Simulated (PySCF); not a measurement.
# Electric field gradients and quadrupole coupling constants

Compound: C6H10O2S.
Cartesian coordinates in Å at the GFN2-xTB level; atoms count from 1:
```
atom  x, y, z in Å
C1    -0.9159    1.2119    1.1486
C2    -1.0359    0.4122    0.0910
C3    -2.3448   -0.2359   -0.2654
C4     0.0889    0.1253   -0.7889
C5     0.0387   -0.3456   -2.0261
S6     1.7678    0.3564   -0.1316
C7     1.8450   -0.8352    1.2429
O8     1.9423    1.6822    0.4003
O9     2.7060   -0.0736   -1.1332
H10   -1.7604    1.4210    1.7837
H11    0.0072    1.7106    1.3812
H12   -2.2203   -1.3104   -0.3867
H13   -2.7219    0.1686   -1.2030
H14   -3.0828   -0.0494    0.5095
H15   -0.8818   -0.5430   -2.5493
H16    0.9599   -0.5212   -2.5546
H17    2.7858   -0.6837    1.7571
H18    1.0101   -0.6549    1.9071
H19    1.8024   -1.8259    0.8100
```

Field gradients from the PBE0/pcSseg-1 density (PySCF, non-relativistic), principal values in atomic units, ordered |Vxx| ≤ |Vyy| ≤ |Vzz|:

```
atom      Vxx      Vyy      Vzz
  S6   0.0624   0.0922  -0.1546
  O8  -0.6339  -0.7571   1.3910
  O9  -0.6192  -0.7420   1.3613
```

Find the asymmetry η = (Vxx − Vyy)/Vzz and the couplings χ = eQV/h (234.96 MHz × Q in barn × V in au), with Q(33S) = −0.0678 b, Q(17O) = −0.0256 b.

```json
{"atom": "S6", "environment": "sulfonyl sulfur", "nucleus": "33S", "η": "0.19", "χzz (MHz)": "2.463", "χxx (MHz)": "-0.994", "χyy (MHz)": "-1.469"}
{"atom": "O8", "environment": "sulfonyl oxygen", "nucleus": "17O", "η": "0.09", "χzz (MHz)": "-8.37", "χxx (MHz)": "3.81", "χyy (MHz)": "4.55"}
{"atom": "O9", "environment": "sulfonyl oxygen", "nucleus": "17O", "η": "0.09", "χzz (MHz)": "-8.19", "χxx (MHz)": "3.72", "χyy (MHz)": "4.46"}
```

What is Vzz at O9 in SI units (1 au = 9.71736 × 10²¹ V/m²)?

1.3613 au = 13.228 × 10²¹ V/m².

And the gradient at the other heavy atoms, for which no coupling is worked out here?

```json
{"atom": "C1", "environment": "terminal =CH2 carbon", "Vzz (au)": "0.353", "η": "0.26"}
{"atom": "C2", "environment": "fully substituted alkene carbon", "Vzz (au)": "0.273", "η": "0.90"}
{"atom": "C3", "environment": "allylic carbon", "Vzz (au)": "0.083", "η": "0.37"}
{"atom": "C4", "environment": "fully substituted alkene carbon", "Vzz (au)": "-0.290", "η": "0.19"}
{"atom": "C5", "environment": "terminal =CH2 carbon", "Vzz (au)": "0.409", "η": "0.21"}
{"atom": "C7", "environment": "S-methyl carbon", "Vzz (au)": "0.242", "η": "0.04"}
```

What couplings would deuterons (Q(2H) = 0.00286 b) have in place of the hydrogens, at this geometry?

| atom | bonded to | bond length (Å) | Vzz (au) | η | χzz (kHz) |
| --- | --- | --- | --- | --- | --- |
| H10 | C1 | 1.077 | 0.3355 | 0.04 | 225 |
| H11 | C1 | 1.075 | 0.3198 | 0.07 | 215 |
| H12 | C3 | 1.088 | 0.3115 | 0.03 | 209 |
| H13 | C3 | 1.089 | 0.3121 | 0.02 | 210 |
| H14 | C3 | 1.086 | 0.3156 | 0.03 | 212 |
| H15 | C5 | 1.077 | 0.3335 | 0.03 | 224 |
| H16 | C5 | 1.076 | 0.3232 | 0.03 | 217 |
| H17 | C7 | 1.083 | 0.3194 | 0.04 | 215 |
| H18 | C7 | 1.082 | 0.3167 | 0.04 | 213 |
| H19 | C7 | 1.082 | 0.3192 | 0.04 | 214 |

The structure is a single GFN2-xTB conformer in the gas phase; no vibrational or solvent corrections. GFN2-xTB bond lengths can be off by several hundredths of an ångström, more for odd bonds, and the gradients follow them. The basis is small and wasn't made for field gradients, so the couplings can be 20 % off.
